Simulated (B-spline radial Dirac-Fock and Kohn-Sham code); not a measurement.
Binding energies of Sb⁺ in different valence configurations

The computed values come from a radial atomic solver: Dirac-Fock ΔSCF + Breit + QED. No correlation.

Reference: the tabulated ground configuration [Kr] 4d10 5s2 5p2, with 2s 4723.4 eV, 2p1/2 4400.0 eV, 2p3/2 4151.5 eV, 3p1/2 833.5 eV, 3p3/2 786.6 eV, 4p3/2 124.8 eV, Kα1 26356.9 eV, Kβ1 29721.8 eV, Lα1 3605.5 eV, Lβ2 4102.8 eV.

Shifts from the reference in eV.

```
    configuration  average energy     2s  2p1/2  2p3/2  3p1/2  3p3/2  4p3/2    Kα1    Kβ1    Lα1    Lβ2
[Kr] 4d10 5s1 5p3           +8.64  +1.44  +1.50  +1.54  +1.51  +1.55  +1.53  -0.05  -0.07  -0.02  +0.09
```
